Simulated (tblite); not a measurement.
C7H11F3P (charge +1).
Z-matrix (Å and degrees, GFN2-xTB geometry), rows numbered from 1:
```
C 
P   1  1.7985
C   2  1.8078  1  106.84
F   3  1.3372  2  113.02  1   -42.71
C   3  1.3355  2  124.48  1   139.09
F   5  1.3205  3  119.19  2    -1.31
F   5  1.2960  3  127.93  2   179.11
C   2  1.8141  1  113.75  3  -122.01
C   8  1.5443  2  111.23  1   -73.15
C   9  1.5359  8   89.35  2  -103.81
C  10  1.5362  9   90.01  8   -10.23
H   1  1.0908  2  109.86  3   174.15
H   1  1.0915  2  110.36  3   -65.05
H   1  1.0936  2  108.82  3    54.69
H   2  1.3775  1  111.20  3   114.36
H   8  1.0946  2  108.74  1    57.01
H   9  1.0905  8  116.66  2    14.96
H   9  1.0869  8  112.23  2   141.16
H  10  1.0856  9  115.32  8  -128.55
H  10  1.0877  9  113.36  8   105.23
H  11  1.0869  8  112.21  2  -142.35
H  11  1.0898  8  116.76  2   -16.13
```

All values are computed: GFN2-xTB (tblite) harmonic vibrations without scaling, gas phase. This tight-binding method is rough: wavenumbers can miss measured ones by several per cent, in bad cases by 10 to 20. Modes of hydrogen on phosphorus can be 10 to 20 % off. One conformer, not necessarily the lowest.

Harmonic wavenumbers (cm⁻¹): 28.6, 45.4, 68.6, 75.3, 117.2, 135.5, 154.0, 184.7, 187.1, 236.8, 274.1, 304.6, 378.2, 441.8, 457.8, 481.3, 643.2, 675.3, 709.1, 747.0, 797.3, 803.5, 816.1, 838.7, 880.9, 917.7, 972.1, 988.4, 1034.2, 1039.6, 1044.0, 1050.5, 1081.2, 1146.7, 1163.1, 1164.9, 1179.3, 1205.2, 1237.6, 1253.5, 1255.0, 1261.1, 1310.9, 1373.1, 1373.4, 1454.6, 1457.9, 1480.2, 1721.3, 2425.8, 2918.2, 2964.9, 2981.2, 2984.9, 2992.8, 2993.5, 3025.1, 3038.1, 3040.1, 3056.4.

A = 1374, B = 638.9, C = 513.4 MHz; mass 183.055 u (most abundant isotopes); point group C1, symmetry number 1.

Task: What is the zero-point energy?

Result: ½Σν̃ = 36034 cm⁻¹ = 103.03 kcal/mol.

Task: What is S at 400 K and 1 bar for an ideal gas of classical rigid rotors and harmonic oscillators?

Result: Translation 43.01, rotation 31.82, vibration 57.28: S = 132.1 cal/(mol K).

Task: And Cp and H(400 K) − H(0)?

Result: Cp = 59.87 cal/(mol K), of which vibrations give 51.93 (their classical limit is 60 R = 119.2); H(400 K) − H(0) = 14.30 kcal/mol without the zero-point energy, 11.12 from vibrations.

Task: Which modes carry the vibrational entropy at 400 K?

Result: 28.6 cm⁻¹: 6.51; 45.4 cm⁻¹: 5.59; 68.6 cm⁻¹: 4.77; 75.3 cm⁻¹: 4.59; 117.2 cm⁻¹: 3.72; 135.5 cm⁻¹: 3.43 cal/(mol K); the other 54 give 28.66 together.

Task: How do the functions run with temperature in this model?

Result: 
```csv
T (K),S (cal/(mol K)),Cp (cal/(mol K)),H − H(0) (kcal/mol),G − H(0) (kcal/mol),ln q(vib)
50,64.8,17.0,0.60,-2.64,1.24
100,79.2,24.7,1.66,-6.26,3.39
298.15,116.3,47.8,8.80,-25.88,11.21
373.15,128.1,56.8,12.73,-35.05,13.89
500,146.6,69.9,20.80,-52.49,18.28
750,178.5,87.5,40.66,-93.25,26.40
1000,205.3,98.5,64.00,-141.33,33.80
```

q(vib) and H(0) count from the zero-point level.

Task: What must be added to the electronic energy to get the Gibbs energy at 400 K and 1 bar?

Result: ZPE + [H(400 K) − H(0)] − T·S = 103.03 + 14.30 − 52.84 = 64.49 kcal/mol.

Hindered rotation and anharmonicity are outside this model. Other conformers, if any are populated, would add a mixing term that is left out. The structure is chiral; the term R ln 2 for an equal mix with its mirror image is left out.
